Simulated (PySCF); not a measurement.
Below is a simulated gas-phase C 1s photoelectron spectrum of `[SiH3]Cc1ccncc1`.

Every computed line was given a Gaussian of 0.8 eV full width at half maximum and an area set by the number of equivalent atoms; the highest printed point is 100. Method: PySCF 2.14.0, delta-SCF UKS SCAN, pcX-2 on the ionised atom, pcseg-1 elsewhere, spin-free X2C.

```tsv
binding energy (eV)	intensity
289.2	0
289.3	1
289.4	2
289.5	3
289.6	6
289.7	11
289.8	18
289.9	28
290.0	39
290.1	52
290.2	63
290.3	73
290.4	81
290.5	88
290.6	93
290.7	97
290.8	99
290.9	100
291.0	97
291.1	89
291.2	78
291.3	63
291.4	47
291.5	33
291.6	21
291.7	12
291.8	7
291.9	3
292.0	2
292.1	1
292.2	0
```

Q: How many maxima does the curve show, and how many computed lines lie under it?

A: The curve has 1 maximum (at 290.9 eV). Under it lie 4 lines from 4 inequivalent carbon sites. At this width some lines have no maximum of their own.

Q: Decompose the envelope and assign each component. Numbering: `[SiH3:1][CH2:2][c:3]1[cH:4][cH:5][n:6][cH:7][cH:8]1`.

A: 
```json
{"position (eV)": "290.30", "relative area": "2", "line": "C 1s", "atoms": "C4/C8", "environment": "aromatic CH carbon"}
{"position (eV)": "290.65", "relative area": "1", "line": "C 1s", "atoms": "C2", "environment": "sp3 carbon bound to silicon"}
{"position (eV)": "291.00", "relative area": "1", "line": "C 1s", "atoms": "C3", "environment": "substituted aromatic carbon"}
{"position (eV)": "291.07", "relative area": "2", "line": "C 1s", "atoms": "C5/C7", "environment": "aromatic CH next to a ring nitrogen"}
```

The listed C 1s values span 0.77 eV, from C4/C8 (bonded to 2 C (aromatic in the SMILES) and H) to C5/C7 (bonded to N (aromatic in the SMILES), C (aromatic in the SMILES) and H). The widest gap between neighbouring values is 0.35 eV, between 290.65 and 291.00 eV.

No satellites, vibrations or lifetime broadening are included. One atom of each set of topologically equivalent atoms was ionised and stands for the set; in this conformer not all members are related by symmetry, and their own values weren't computed. Spin contamination (⟨S²⟩ against 0.75 for a pure doublet) is marked for C 1s of C3 (0.87), which makes this value less certain. Geometry: PBE0-D3(BJ)/def2-SVP, one conformer, isolated molecule.

Hardware: one thread of an Arm Neoverse V1, shared host. Cost: 83 s of wall time.

Conformer computed: `[SiH3:1][CH2:2][c:3]1[cH:4][cH:5][n:6][cH:7][cH:8]1`: Si1–C2–C3–C4 87°.
